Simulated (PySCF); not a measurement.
CaF₂, SMILES [F][Ca][F].

Coordinates come from a PBE0-D3(BJ)/def2-TZVP optimisation. The isomer is the one that the SMILES or the coordinates give; other isomers of the formula were not compared.

Method: PySCF with PBE0-D3(BJ)/def2-TZVP.

Frequencies are harmonic and unscaled.

```
mode  ν (cm⁻¹)  IR (km/mol)  Raman (Å⁴/amu)  depolarisation  moving atoms (share of kinetic energy)
----  --------  -----------  --------------  --------------  --------------------------------------
1           79         78.7             0.1            0.59                         F 62 %, Ca 38 %
2          519         30.5             2.5            0.01                         F 90 %, Ca 10 %
3          600        306.2             0.1            0.75                         F 54 %, Ca 46 %
```
